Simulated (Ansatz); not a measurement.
Reaction (ligand exchange at the Si–C bond): `CO[SiH2]C[SiH3]` + `CB(O)F` → `CB(F)O[SiH3]` + `CO[SiH2]C`

Calculated with Ansatz (gas phase, PBE0-D4/def2-TZVP geometries, no zero-point term in ΔE). CBS: MP2 limit from def2 TZ/QZ plus the TZ coupled-cluster correction, frozen cores. Functionals use def2-TZVPP. B3LYP here is the variant with VWN-RPA as its local correlation; programs differ in this. Each species was taken in one conformer, which may not be the lowest.

```
             level  ΔE (kcal/mol)  difference from CCSD(T)/CBS
            PBE-D4          -15.7                          3.2
           ωB97M-V          -18.5                          0.4
            B2PLYP          -20.0                         -1.1
             B3LYP          -20.2                         -1.3
     HF/def2-TZVPP          -23.9                         -5.0
SCS-MP2/def2-TZVPP          -20.0                         -1.1
   CCSD/def2-TZVPP          -19.3                         -0.4
     HF/def2-QZVPP          -24.3                         -5.4
      HF/CBS(def2)          -24.3                         -5.4
     MP2/CBS(def2)          -19.0                         -0.1
       CCSD(T)/CBS          -18.9                            0
```

Largest T1 diagnostic among the species: 0.012.

In def2-TZVPP, CCSD(T) changes the Hartree–Fock value by +5.3 kcal/mol (the triples alone add +0.7 kcal/mol) and MP2 by +5.1 kcal/mol. From PBE to PBE0 (25 % exact exchange), in def2-TZVPP and without D4, ΔE moves by −0.8 kcal/mol.
